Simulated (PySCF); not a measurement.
Species: CH$_{4}$B (charge -1, singlet). It need not be the lowest isomer of its formula. Whether it binds its extra electron was not tested at this geometry. 
Structure (B3LYP-D3(BJ)/def2-TZVP (Ansatz) minimum search):
```xyz
6

B      0.7609     0.1006     0.0064
C     -0.6771    -0.0895    -0.0057
H      1.5382    -0.7725    -0.3501
H      1.2786     1.1450     0.3736
H     -1.1651    -1.0123    -0.3289
H     -1.3934     0.6739     0.3075
```
Charge -1, spin multiplicity 1.

Dispersion corrections to the total energy (kcal/mol) from the dftd3 and dftd4 libraries through PySCF: D3(BJ) without and D4 with the three-body term, each with the damping fitted for the functional named.

```json
[
 {"functional": "PBE0", "D3(BJ)": "-1.17", "D4": "-1.46"},
 {"functional": "HF", "D3(BJ)": "?", "D4": "-7.59"},
 {"functional": "BP86", "D3(BJ)": "?", "D4": "-2.25"},
 {"functional": "HSE06", "D3(BJ)": "-0.82", "D4": "-1.33"},
 {"functional": "BLYP", "D3(BJ)": "-3.01", "D4": "-4.15"},
 {"functional": "TPSS", "D3(BJ)": "-1.75", "D4": "-2.42"},
 {"functional": "B2PLYP", "D3(BJ)": "-1.07", "D4": "?"}
]
```

Task: What belongs in the gaps?

Result: 
- HF, D3(BJ): -13.97
- BP86, D3(BJ): -2.10
- B2PLYP, D4: -1.23
